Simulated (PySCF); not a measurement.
**Ionisation energy of Ca(2+) by level of theory**

Ca(2+) [Ar] (1S) → Ca(3+) [Ne] 3s2 3p5 (2P), as a difference of total energies. Calculation: PySCF 2.14, in pcseg-2 (6s4p3d, 33 functions); no relativity, point nucleus. Correlated levels: valence: [Ne] 3s2 frozen. The calculations carry no spin-orbit coupling.

| method | ionisation energy (eV) | difference from reference (eV) |
| --- | --- | --- |
| UHF | 49.696 | -1.217 |
| LDA | 51.166 | +0.253 |
| M06-2X | 51.021 | +0.108 |
| MP2 (valence) | 50.875 | -0.038 |
| SCS-MP2 (valence) | 50.808 | -0.105 |
| CCSD (valence) | 50.852 | -0.061 |
| CCSD(T) (valence) | 50.867 | -0.046 |

Reference: 50.913 eV (measured; NIST Atomic Spectra Database, ionization energies).

These non-relativistic numbers lack the scalar-relativistic shift.

The reference lies between the lowest fine-structure levels, while these numbers refer to the centres of the terms.

Errors of the correlated levels include the incompleteness of this basis and the frozen core.
